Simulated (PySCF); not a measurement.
Computed shifts of a molecule C3H12Si2, PBE/pcSseg-1 in PySCF, GIAO, gas phase, atoms alike by connectivity averaged where their shifts nearly agree, in ppm (number of nuclei): ²⁹Si: -72.4 (2). ¹³C: 29.8 (1), 11.7 (2). ¹H: 4.18 (6), 2.16 (2), 1.23 (4). References: ²⁹Si against TMS (σ = 335.4 ppm); ¹³C against TMS (σ = 182.0 ppm); ¹H against TMS (σ = 31.49 ppm), references at their B3LYP-D3(BJ)/def2-TZVP geometries, non-relativistic. Coordinates come from a ωB97X-D3(BJ)/def2-SVP optimisation. The values are those of a single conformer.

Pick the molecule that these values belong to.
(A) [SiH3]CCC[SiH3]
(B) C[C@H]([SiH3])C[SiH3]
(C) CC[SiH2][SiH2]C
(D) CC[Si@H](C)[SiH3]

A, [SiH3]CCC[SiH3]
